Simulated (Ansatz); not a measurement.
C$_{3}$H$_{10}$OSn, singlet, at a GFN2-xTB geometry (such geometries of metal compounds can be far from the true shape) (core potentials on Sn); CAM-B3LYP/def2-SVPD (Ansatz, a first-principles code).

Input for Ansatz:
Ansatz 0.2 input:
```yaml
crystal:
  periodic: [false, false, false]
  atoms:
    - {symbol: Sn, position_ang: [1.13328821, -0.10863641, 0.33129886]}
    - {symbol: O, position_ang: [-0.74859154, -0.50846521, 0.03496693]}
    - {symbol: C, position_ang: [-1.66822979, 0.06752747, -0.85441939]}
    - {symbol: C, position_ang: [-3.01170253, -0.60278924, -0.58839068]}
    - {symbol: C, position_ang: [-1.76892871, 1.57702461, -0.68376727]}
    - {symbol: H, position_ang: [1.43681494, -1.33628807, 1.38494762]}
    - {symbol: H, position_ang: [1.98400241, -0.20790857, -1.10827929]}
    - {symbol: H, position_ang: [1.32611293, 1.41211276, 1.00361391]}
    - {symbol: H, position_ang: [-1.36245698, -0.14993851, -1.88910979]}
    - {symbol: H, position_ang: [-3.33486173, -0.37828473, 0.42445643]}
    - {symbol: H, position_ang: [-3.75736483, -0.24824721, -1.29437834]}
    - {symbol: H, position_ang: [-2.90656019, -1.67942874, -0.68656658]}
    - {symbol: H, position_ang: [-2.00979774, 1.81131784, 0.35014229]}
    - {symbol: H, position_ang: [-0.81761470, 2.04600206, -0.93677674]}
    - {symbol: H, position_ang: [-2.54078588, 1.97962805, -1.33326405]}
basis:
  gaussian:
    orbitals: def2-SVPD
hamiltonian:
  xc: cam_b3lyp
```

**Question.** Write the output that Ansatz gives for this input, abridged.

**Answer.** 
```
Functional definition: CAM-B3LYP
1734 factors; their error is unknown
701 factors; integrals over basis functions are off by at most 6.5e-6 eV
mean field evaluation 1: about -11137.6358 eV, gradient 6.0e1 eV
mean field evaluation 2: about -11130.1116 eV, gradient 8.8e1 eV
mean field evaluation 4: about -11145.3108 eV, gradient 3.1e0 eV
mean field evaluation 8: about -11145.3289 eV, gradient 3.1e-2 eV
mean field evaluation 16: about -11145.3548 eV, gradient 4.7e-5 eV
mean field -11145.35478487 eV, -409.5842337513 hartree, gradient 4.7e-5 eV, S^2 0.000000; 0 other end points of the search recorded, 0 dependent functions left out
reference -11145.35494390 eV, -409.5842395954 hartree; 29, 29 occupied and 166, 166 virtual orbitals, 1734 factors
Total energy: -11145.35494390 eV, -409.5842395954 hartree
```
